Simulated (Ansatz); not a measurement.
Ideal-gas functions of CH4BNO, SMILES `N=CBO` at 600 K and 1 bar, from an Ansatz frequency run at PBE0-D4/def2-TZVP.

Molar mass 56.86 g/mol, point group Cs (symmetry number 1), electronic degeneracy 1, moments of inertia 24.841, 80.482, 105.323 u Å². Harmonic wavenumbers (cm⁻¹, unscaled): 188, 251, 588, 648, 837, 852, 945, 1023, 1154, 1178, 1255, 1396, 1443, 1693, 2639, 3039, 3465, 3664.

Use S(trans) = R[1.5 ln M + 2.5 ln T − 1.1517]; rotational temperatures θ = 24.2544 K / I; S(rot) = R[ln(√π/σ · √(T³/θAθBθC)) + 1.5]; for each mode x = 1.438777 ν̃/T, S = R[x/(eˣ − 1) − ln(1 − e⁻ˣ)] and H = RT x/(eˣ − 1); 1 cm⁻¹ = 0.0119627 kJ/mol; R = 8.31446 J/(mol·K).

Task: By hand: the entropy, in J/(mol·K).

Result: Translation 173.8. Rotation: θ = 0.9764, 0.3014, 0.2303 K, giving 108.2. Vibration, mode by mode: 15.01, 12.66, 6.11, 5.44, 3.79, 3.68, 3.09, 2.67, 2.08, 1.99, 1.72, 1.31, 1.20, 0.74, 0.11, 0.05, 0.02, 0.01, in all 61.7. Electronic 0.0. Sum 343.7 J/(mol·K).

Task: By hand: H − E and G − E in kJ/mol, counted from the electronic energy.

Result: Zero-point energy ½ × 26258 × 0.0119627 = 157.1; thermal vibration 21.7; translation, rotation and pV give 4 RT = 20.0. H − E = 198.8 kJ/mol, and G − E = 198.8 − 600 × 343.7/1000 = -7.4 kJ/mol.

Vibration gives 18 % of the entropy. The sum counts one conformer and one mirror image; others add a mixing term.
